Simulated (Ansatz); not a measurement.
The same molecule with X = Ti, Zr, Hf. Ansatz, PBE0-D4/def2-TZVP geometries, multiplicity 1. Each molecule was computed in one conformer, which needn't be the lowest.

Elements past krypton have def2 core potentials. Scalar relativity is left out up to krypton.

```csv
X,molecule,mean X–I bond length / Å,mean X–O bond length / Å,HOMO–LUMO gap (B3LYP/def2-TZVPP) / eV,LUMO energy (B3LYP/def2-TZVPP) / eV,HOMO energy (B3LYP/def2-TZVPP) / eV
Ti,`[OH][Ti]([OH])([OH])[I]`,2.604,1.778,4.75,-2.38,-7.12
Zr,`[OH][Zr]([OH])([OH])[I]`,2.764,1.908,6.22,-0.75,-6.96
```

(1) Give the row for X = Hf, `[OH][Hf]([OH])([OH])[I]`. (An estimate is asked.)

Answers

(1) Computed: 
| X | molecule | mean X–I bond length / Å | mean X–O bond length / Å | HOMO–LUMO gap (B3LYP/def2-TZVPP) / eV | LUMO energy (B3LYP/def2-TZVPP) / eV | HOMO energy (B3LYP/def2-TZVPP) / eV |
| --- | --- | --- | --- | --- | --- | --- |
| Hf | `[OH][Hf]([OH])([OH])[I]` | 2.759 | 1.912 | 6.46 | -0.55 | -7.00 |

From Ti to Hf the mean X–I bond length isn't monotonic: highest at Zr, lowest at Ti; the mean X–O bond length rises at each step, by 0.134 Å in all; the HOMO–LUMO gap (B3LYP/def2-TZVPP) rises at each step, by 1.71 eV in all; the LUMO energy (B3LYP/def2-TZVPP) rises at each step, by 1.83 eV in all; the HOMO energy (B3LYP/def2-TZVPP) isn't monotonic: highest at Zr, lowest at Ti.

B3LYP here is the variant with VWN-RPA as its local correlation; programs differ in this.

Spin–orbit coupling is left out; it splits and shifts lone-pair levels of the heavy atoms by tenths of an eV.
